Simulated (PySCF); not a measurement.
CH8OSSi2.
Atom-mapped SMILES: `[CH3:1][S:2][Si@@H:3]([OH:4])[SiH3:5]` (hydrogens: H6, H7, H8 on C1; H9 on Si3; H10 on O4; H11, H12, H13 on Si5)

The calculation used PySCF 2.14.0, PBE0-D3(BJ)/def2-SVP geometry optimisation, gas phase.

Problem. List the bond lengths, angles and torsions at this level.

Solution. 
```
                     bond  length (Å)   order
                    C1–S2       1.823  single
                   S2–Si3       2.153  single
                   Si3–O4       1.665  single
                  Si3–Si5       2.335  single
      C1–H6, C1–H7, C1–H8       1.099  single
                   Si3–H9       1.502  single
                   O4–H10       0.963  single
Si5–H11, Si5–H12, Si5–H13       1.496  single
```

Bonds in one row agree within 0.01 Å and their mean is given. Orders are formal, as drawn. A selection of angles:
```
      angle  degrees
   S2–C1–H6    111.4
   S2–C1–H7    106.7
   H6–C1–H7    108.9
   H7–C1–H8    108.5
  C1–S2–Si3     98.8
  S2–Si3–O4    109.4
 S2–Si3–Si5    109.8
  S2–Si3–H9    105.9
 O4–Si3–Si5    107.1
  O4–Si3–H9    112.8
 Si5–Si3–H9    111.8
 Si3–O4–H10    115.9
Si3–Si5–H11    109.4
Si3–Si5–H12    107.7
Si3–Si5–H13    113.0
H11–Si5–H12    108.7
H12–Si5–H13    108.4
```

Dihedral angles: C1–S2–Si3–O4 156° (antiperiplanar); H10–O4–Si3–S2 -57° (synclinal).

Si5 (SiH3 silicon) is tetrahedral (angles from 107.7° to 113.0°). Si3 (oxygen-bound silicon) is distorted tetrahedral (angles from 105.9° to 112.8°).

Point group: C1 (no symmetry element, even within 0.4 Å). No PBE0-D3(BJ)/def2-SVP frequencies stand behind this structure, so it isn't proved a minimum. The numbers are those of one conformer (C1–S2–Si3–O4 156°, S2–Si3–O4–H -57°).

On one thread of an Arm Neoverse V1, no GPU, shared host with 32 logical CPUs at a one-minute load of 32, this took 46 s of wall time and 0.51 GiB of memory at its peak. These figures are those of the optimisation.
